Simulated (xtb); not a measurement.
Nb(O)(OH)(NH2)2 (H5N2NbO2), SMILES [NH2][Nb]([NH2])(=[O])[OH], multiplicity 1. All values are semi-empirical tight-binding results from xtb (GFN2-xTB unless named), good for trends rather than for accurate numbers. Geometry: GFN2-xTB. The spin state was assumed, not searched. The structure was generated by enumeration; whether it is a known compound was not checked. The values are those of a single conformer.

For metal compounds this method's bond lengths and energies can be far off.

| Quantity | Result |
|---|---|
| point group as xtb finds it | Cs |
| orbital gap | 3.53 eV |
| zero-point energy | 38.1 kcal/mol |
| G − E(el) at 298.15 K (modified RRHO) | 17.6 kcal/mol |
